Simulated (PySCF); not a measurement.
**Atomic charges by several schemes**

C3H7O3S (charge -1).
Cartesian coordinates in Å at the PBE0-D3(BJ)/def2-SVP level; atoms count from 1:
```xyz
14
C3H7O3S angstrom
C      0.2708    1.5617   -0.5590
C      0.0113    0.2405    0.1386
C      1.0777   -0.8041   -0.1298
S     -1.6230   -0.4070   -0.3867
O     -1.4688   -0.6072   -1.8491
O     -2.5780    0.6636   -0.0154
O     -1.7879   -1.6610    0.3846
H      0.3018    1.3962   -1.6476
H     -0.5534    2.2586   -0.3504
H      1.2257    2.0152   -0.2381
H     -0.1129    0.3945    1.2238
H      0.8195   -1.7401    0.3855
H      1.1141   -1.0157   -1.2103
H      2.0757   -0.4660    0.2022
```

Density: PBE0/pcSseg-1 (PySCF); schemes: Mulliken, IAO, Hirshfeld and ESP-fitted. Geometry: PBE0-D3(BJ)/def2-SVP; no solvent, vibrations or thermal averaging. The pcSseg-1 basis has no diffuse functions, a weakness for an anion.

Which atoms carry the lowest charge in the Mulliken, IAO, Hirshfeld and ESP-fitted schemes?

All schemes pick atoms of one kind: Mulliken O5 (-0.658); IAO O5 (-0.978); Hirshfeld O6 and O7 (-0.426); ESP-fitted O6 and O7 (-0.681).

At which atom do the 4 schemes differ most?

At S4: from +0.443 (Hirshfeld) to +2.151 e (IAO), 1.708 e apart.

For which atoms does the sign change between the 4 schemes (beyond +0.03 e in one, beyond −0.03 e in another)?

C2 and H11.

What partial charge does each atom carry?

In e:

```csv
atom,environment,Mulliken,IAO,Hirshfeld,ESP-fitted
C1,methyl carbon,-0.242,-0.414,-0.136,-0.483
C2,sp3 carbon bound to sulfur,-0.478,-0.310,-0.055,+0.299
C3,methyl carbon,-0.241,-0.414,-0.136,-0.472
S4,sulfonyl sulfur,+1.200,+2.151,+0.443,+1.111
O5,oxygen bonded to S,-0.658,-0.978,-0.423,-0.666
O6,oxygen bonded to S,-0.654,-0.974,-0.426,-0.681
O7,oxygen bonded to S,-0.654,-0.974,-0.426,-0.681
H8,methyl hydrogen,+0.111,+0.139,+0.025,+0.114
H9,methyl hydrogen,+0.123,+0.148,+0.026,+0.106
H10,methyl hydrogen,+0.074,+0.105,+0.016,+0.088
H11,methine hydrogen,+0.114,+0.128,+0.022,-0.035
H12,methyl hydrogen,+0.122,+0.147,+0.026,+0.103
H13,methyl hydrogen,+0.110,+0.139,+0.026,+0.111
H14,methyl hydrogen,+0.074,+0.105,+0.017,+0.086
```

Mean size of the charges over all atoms: IAO 0.509 e, ESP-fitted 0.360 e, Mulliken 0.347 e, Hirshfeld 0.157 e. Each set sums to the total charge, -1, to within 0.001 e. The Mulliken scheme gives each basis function's population to the atom it is centred on and halves the overlap population of two atoms between them. The Hirshfeld scheme divides the density at each point in proportion to the densities of the neutral, spherically averaged free atoms.

Sum the charges by element, for elements with more than one atom.

```tsv
element	atoms	Mulliken	IAO	Hirshfeld	ESP-fitted
C	3	-0.961	-1.138	-0.326	-0.656
O	3	-1.966	-2.925	-1.276	-2.028
H	7	+0.727	+0.911	+0.159	+0.573
```

How many electrons does the Hirshfeld scheme count on C1?

Z − q = 6 − (-0.136) = 6.136.

How closely do the schemes follow one another over all atoms?

Correlation coefficient and root-mean-square difference: Mulliken with IAO 0.98, 0.305 e; IAO with Hirshfeld 0.96, 0.543 e; Mulliken with Hirshfeld 0.95, 0.265 e; Hirshfeld with ESP-fitted 0.94, 0.272 e; IAO with ESP-fitted 0.93, 0.355 e; Mulliken with ESP-fitted 0.88, 0.231 e.
